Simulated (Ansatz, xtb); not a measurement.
# Ranking isomers of AlFH4NP

8 gas-phase structures of AlFH4NP, found in a search over its isomers (lower ones may exist). Each was relaxed with GFN2-xTB; where two conformers were screened, the lower at r2SCAN-D4/def2-SVP is listed:

A. `[F][Al@@H-]1[NH2+][PH]1`, a singlet
B. `[H]/P=[NH+]\[AlH2-][F]`, a singlet
C. `N[PH][AlH][F]`, a singlet
D. a singlet given by its coordinates
E. `[H]/N=[PH+]\[AlH2-][F]`, a singlet
F. `[F][AlH][NH]P`, a singlet
G. a singlet given by its coordinates
H. `[NH2][Al]([F])[PH2]`, a singlet

D (Å):

```xyz
8

Al    0.0027    1.7354    1.1958
F    -1.0644    2.9653    1.4282
N    -0.3242    0.0402    1.7070
P     1.0120   -0.9447    1.2702
H     1.3187    2.0359    0.5261
H    -1.0975   -0.4268    2.1686
H     0.3038   -2.0140    0.6897
H     1.1541   -1.6528    2.4785
```

Close contacts (Å): Al1–F2 1.64, Al1–N3 1.80, Al1–P4 2.86, N3–P4 1.72, Al1–H5 1.51, N3–H6 1.01, P4–H7 1.41, P4–H8 1.41.

G (Å):

```xyz
8

Al   -2.9171    1.3301   -1.1518
F    -4.5396    1.2902   -1.4234
N    -2.0572    0.0483   -0.1887
P    -1.1637   -0.4337   -1.5493
H    -2.1657    2.5689   -1.5678
H    -1.8517   -0.3869    0.7022
H    -1.1397   -1.8309   -1.4000
H     0.1659   -0.2984   -1.1132
```

Close contacts (Å): Al1–F2 1.65, Al1–N3 1.82, Al1–P4 2.52, N3–P4 1.70, Al1–H5 1.51, N3–H6 1.01, P4–H7 1.41, P4–H8 1.41.

**Question.** Make a reasoned guess at their ranking by r2SCAN-D4/def2-SVP single-point energy.

**Answer.** Calculated order at r2SCAN-D4/def2-SVP: H (0.0), F (19.6), A (20.1), D (20.8), G (26.0), C (37.4), B (46.9), E (74.1) kcal/mol. Less than 1 kcal/mol parts F and A; A and D, so the order within those pairs means little.

Energies above the lowest of each column, in kcal/mol; the last columns are at B3LYP-D3(BJ)/def2-SVP geometries and were run for some of them only (a dash: not run or not comparable):

```json
{"structure": "H", "GFN2-xTB": "9.1", "HF/STO-3G": "0.0", "r2SCAN-D4/def2-SVP": "0.0", "B3LYP-D3(BJ)/def2-SVP": "0.0", "CCSD(T)/def2-TZVP": "0.0"}
{"structure": "F", "GFN2-xTB": "0.0", "HF/STO-3G": "8.9", "r2SCAN-D4/def2-SVP": "19.6", "B3LYP-D3(BJ)/def2-SVP": "16.3", "CCSD(T)/def2-TZVP": "16.5"}
{"structure": "A", "GFN2-xTB": "16.4", "HF/STO-3G": "19.1", "r2SCAN-D4/def2-SVP": "20.1", "B3LYP-D3(BJ)/def2-SVP": "19.3", "CCSD(T)/def2-TZVP": "22.5"}
{"structure": "D", "GFN2-xTB": "1.8", "HF/STO-3G": "12.7", "r2SCAN-D4/def2-SVP": "20.8", "B3LYP-D3(BJ)/def2-SVP": "–", "CCSD(T)/def2-TZVP": "–"}
{"structure": "G", "GFN2-xTB": "2.0", "HF/STO-3G": "28.8", "r2SCAN-D4/def2-SVP": "26.0", "B3LYP-D3(BJ)/def2-SVP": "–", "CCSD(T)/def2-TZVP": "–"}
{"structure": "C", "GFN2-xTB": "22.1", "HF/STO-3G": "34.2", "r2SCAN-D4/def2-SVP": "37.4", "B3LYP-D3(BJ)/def2-SVP": "–", "CCSD(T)/def2-TZVP": "–"}
{"structure": "B", "GFN2-xTB": "9.3", "HF/STO-3G": "51.5", "r2SCAN-D4/def2-SVP": "46.9", "B3LYP-D3(BJ)/def2-SVP": "–", "CCSD(T)/def2-TZVP": "–"}
{"structure": "E", "GFN2-xTB": "24.2", "HF/STO-3G": "86.5", "r2SCAN-D4/def2-SVP": "74.1", "B3LYP-D3(BJ)/def2-SVP": "–", "CCSD(T)/def2-TZVP": "–"}
```

CCSD(T)/def2-TZVP puts H lowest of those it was run on; GFN2-xTB picks F. Some further structures that were screened fall inside this span and aren't listed. Flexible structures stand in one conformer each, not always the lowest. Frequencies (B3LYP-D3(BJ)/def2-SVP) were run for A, F, H alone.

Over these structures GFN2-xTB departs from r2SCAN-D4/def2-SVP by 12.9 kcal/mol on average once a common shift is removed. A GFN2-xTB relaxation took about 0.1 s and the r2SCAN-D4/def2-SVP energy about 1.4 s on a shared host (Ansatz 0.2.0, xtb 6.7.1).
